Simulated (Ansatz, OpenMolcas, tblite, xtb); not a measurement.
**CH3Cl3Si (methyltrichlorosilane): the HOMO–LUMO gap, rung by rung**

The species is CH3Cl3Si (8 atoms), meant as a singlet with charge 0. SMILES: `C[Si](Cl)(Cl)Cl`. Geometry: relaxed at PBE0-D4/def2-TZVP.

```xyz
8

C    -0.7289   -0.2796    0.6861
Si    0.5689    0.1979   -0.5287
Cl    2.3604   -0.6400   -0.0336
Cl    0.0659   -0.4295   -2.4022
Cl    0.8012    2.2230   -0.5738
H    -0.8445   -1.3652    0.7008
H    -0.4483    0.0611    1.6848
H    -1.6826    0.1752    0.4108
```

Quantity: the HOMO–LUMO gap, in eV. The values are calculated.

```
         level                    kind     program  value (eV)
      GFN2-xTB          semi-empirical         xtb        6.81
     IPEA1-xTB          semi-empirical      tblite        7.38
    HF/cc-pVDZ            Hartree–Fock      Ansatz       16.90
 SVWN5/cc-pVDZ                     LDA      Ansatz        6.92
   PBE/cc-pVDZ                     GGA      Ansatz        7.05
 M06-L/cc-pVDZ                meta-GGA  OpenMolcas        7.83
  PBE0/cc-pVDZ           global hybrid      Ansatz        9.51
 wB97X/cc-pVDZ  range-separated hybrid      Ansatz       14.18
B2PLYP/cc-pVDZ           double hybrid  OpenMolcas       12.22
```

The values span 6.81 to 16.90 eV. Orbital gaps aren't excitation energies, and those of double hybrids come from the SCF part alone; they tend to grow with the share of exact exchange.
